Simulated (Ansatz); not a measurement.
Cost and result up the ladder for `Fc1cc(-c2sc(-c3sc(S)cc3F)cc2F)sc1S` (25 atoms). Charge 0, multiplicity 1. Geometry: r2SCAN-D4/def2-SVP.

Cartesian coordinates in Å:
```
F -5.2948 3.1151 -0.3060
C -4.2989 2.2899 -0.6492
C -3.1536 2.0923 0.1500
C -2.2716 1.1895 -0.4282
C -1.0074 0.7282 0.0715
S -0.0163 -0.4315 -0.7746
C 1.2245 -0.3913 0.4603
C 2.4113 -1.1895 0.3450
S 3.6760 -1.1562 1.5495
C 4.6004 -2.3843 0.7235
S 6.1883 -2.8796 1.2799
C 3.9872 -2.7740 -0.4507
C 2.7667 -2.0921 -0.6480
F 1.9801 -2.3180 -1.7034
C 0.8770 0.4840 1.4811
C -0.3667 1.0956 1.2493
F -0.8962 1.9749 2.1043
S -2.8896 0.6106 -1.9649
C -4.3279 1.5707 -1.8284
S -5.5741 1.5549 -3.0581
H -2.9872 2.5877 1.1055
H 5.8093 -3.3372 2.4991
H 4.3847 -3.5272 -1.1317
H 1.4881 0.6812 2.3634
H -6.3093 2.5063 -2.4391
```

Ansatz on 2 threads of AMD EPYC 7R13 on a shared host and a share (18 GiB) of an NVIDIA H100 80GB HBM3. Times are rough, and most runs start from the orbitals of an earlier one. CAM-B3LYP-D4/def2-TZVP serves as the yardstick here, not as an exact answer. Differences are given only for rows in sets of like size (and for xTB, whose basis is part of the method), since another set adds its own error. Binding counts from free atoms at the same level (F doublet, C triplet, S triplet, H doublet; other spins of the atoms weren't run), without zero-point energy or a counterpoise term.

B3LYP takes the VWN-RPA correlation. Correlated methods freeze 40 core orbitals. The rows differ in basis, and correlated rows in double-zeta sets carry the largest basis error. Single mean-field runs in def2-TZVP are fitted with def2-universal-jkfit.

Run but left out: HF/STO-3G, HF/6-31G (restricted singlet, unstable in another Hartree–Fock run and untested here).

Correlated methods converge slowly with the basis, most of all in double-zeta sets.

```tsv
level	functions	binding energy per atom (eV)	difference from CAM-B3LYP-D4/def2-TZVP (eV)	remarks
r2SCAN0-D4/def2-TZVP	680	4.78	-0.05	–
PBE0-D4/def2-TZVP (with forces)	680	4.96	0.13	–
PBE0-D4/def2-SVP	325	5.02	–	–
r2SCANh-D4/def2-TZVP	680	4.86	0.03	–
B3LYP-D4/6-31G	210	4.49	–	–
r2SCAN-D4/def2-TZVP	680	4.92	0.09	–
PBE-D4/def2-TZVP (with forces)	680	5.14	0.31	–
PBE-D4/def2-SVP	325	5.21	–	–
CAM-B3LYP-D4/def2-TZVP	680	4.83	0.00	–
MP2/def2-SVP	325	4.77	–	restricted SCF unstable
```

(1) Estimate how long each takes.

Results:

(1) r2SCANh-D4/def2-TZVP 7.5 s; PBE-D4/def2-TZVP (with forces) 7.5 s; PBE0-D4/def2-TZVP (with forces) 8.5 s; r2SCAN-D4/def2-TZVP 8.5 s; PBE-D4/def2-SVP 9.5 s; CAM-B3LYP-D4/def2-TZVP 10 s; r2SCAN0-D4/def2-TZVP 11 s; PBE0-D4/def2-SVP 11 s; MP2/def2-SVP 15 s; B3LYP-D4/6-31G 19 s. On shared hardware such times vary by a factor of up to 3.
